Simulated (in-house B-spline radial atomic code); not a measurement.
Ionising Ti with different functionals

Computed with an all-electron radial atomic-structure program (B-spline basis): scalar-relativistic (spin-free X2C) Hamiltonian, Fermi nucleus of rms radius 3.5921 fm, spin-polarised at highest spin, spherical fractional occupations for the functionals, and exact exchange of hybrids averaged over the configuration. The ionisation energy is the difference of two self-consistent energies, [Ar] 3d2 4s2 → [Ar] 3d2 4s1, without Breit or QED terms; ε is the level of the shell that loses the electron (its least bound occupied spin orbital).

```
   method                    rung  ΔSCF (eV)  -ε(4s) (eV)
     PBE0           global hybrid       6.59         4.77
    B3LYP           global hybrid          ?            ?
    TPSSh           global hybrid       6.56         4.40
BHandHLYP           global hybrid       6.67         5.30
  r2SCAN0           global hybrid       6.44         4.81
    B97-1           global hybrid          ?            ?
    HSE06  range-separated hybrid       6.59         4.41
    wB97X  range-separated hybrid       7.04         6.68
CAM-B3LYP  range-separated hybrid       6.83         5.76
  LC-wPBE  range-separated hybrid       6.42         6.55
```

Question: What does B3LYP give?

Answer: ΔSCF 6.88 eV, and -ε(4s) = 4.72 eV.

Question: What does B97-1 give?

Answer: ΔSCF 7.01 eV, and -ε(4s) = 4.69 eV.

Question: Among the functionals, which spreads more, the ΔSCF values or the orbital energies?

Answer: The orbital energies: ΔSCF values span about 0.63 eV and the orbital energies 2.28 eV.

Question: How do they compare with the NIST value?

Answer: NIST lists 6.828 eV (measured, ground level to ground level). Errors run from -0.41 to +0.21 eV; CAM-B3LYP is closest (-0.00 eV), but part of that can be cancellation, since the calculations leave out spin-orbit coupling, Breit-QED terms, multiplet and fine-structure energies.
